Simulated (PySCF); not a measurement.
Shifts of the heteroatoms

Geometry (Å), atoms numbered from 1 in this order:
```xyz
22

B    -1.4615   -1.6883    0.1120
N    -1.2123   -0.1060    0.0058
C    -2.2821    0.7055    0.0706
C    -2.1875    2.0832   -0.0017
C    -0.9240    2.6524   -0.1483
C     0.1777    1.8149   -0.2177
C     0.0244    0.4253   -0.1389
C     1.1742   -0.4954   -0.2010
C     2.4039   -0.1420   -1.0021
C     2.4731   -0.1333    0.4829
H    -0.8432   -2.0875    1.0939
H    -1.0375   -2.1951   -0.9225
H    -2.6691   -1.8323    0.2347
H    -3.2354    0.1892    0.1860
H    -3.0908    2.6911    0.0563
H    -0.8000    3.7359   -0.2090
H     1.1782    2.2337   -0.3343
H     0.8814   -1.5443   -0.1792
H     2.8804   -0.9595   -1.5482
H     2.4099    0.8138   -1.5335
H     2.9998   -0.9420    0.9953
H     2.5192    0.8306    0.9983
```

Computed data (PySCF): geometry from PBE0-D3(BJ)/def2-SVP, PBE0/pcSseg-1 with gauge-including orbitals. No relativistic terms, a single conformation, equivalent nuclei averaged, gas phase.

Problem. Predict the $^{15}$N NMR data.

Solution. 
```tsv
atoms	environment	σ (ppm)	δ (ppm)
N2	donor nitrogen of a Lewis adduct	-20.0	-132.1
```

Shieldings were converted by a linear fit to measured shifts: $^{15}$N (scatter 7.2 ppm rms vs CH3NO2, solution or neat liquid). A few per cent of atoms miss by over 2 rms, more outside the fitted compound classes.

On a 600 MHz spectrometer $^{15}$N resonates near 60.8 MHz, so 1 ppm is 60.8 Hz.
